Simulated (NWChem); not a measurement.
Molecule: CH₆O₂Si₂; SMILES C(=O)[SiH2][SiH2]O

```xyz
11

O      1.1152     2.1457    -0.0326
C     -0.0921     2.1545    -0.0009
Si    -1.0813     0.4876    -0.0006
Si     0.5962    -1.1480    -0.0059
O     -0.1888    -2.6265     0.0104
H     -0.6413     3.1371     0.0278
H     -1.9639     0.4520     1.2081
H     -1.9607     0.4568    -1.2119
H      1.4506    -0.9923    -1.2249
H      1.4709    -0.9760     1.1965
H      0.3707    -3.4090     0.0087
```
Atoms are numbered in this order, from 1.

Computed with NWChem. Pople sets run with spherical d functions. The geometry was optimised at PBE0/def2-SVP. Vzz is the largest principal value of the second derivative of the potential at the nucleus (NWChem prints the opposite sign); η is the asymmetry. Non-relativistic.

For level Hartree-Fock/def2-TZVP:

```yaml
Vzz O1 (a.u.): -2.233
"η O1": 0.68
```

Question: How do the values read with level Hartree-Fock/6-31G* instead?

Answer: 
| Item | Result |
|---|---|
| Vzz O1 (a.u.) | -2.180 |
| η O1 | 0.58 |
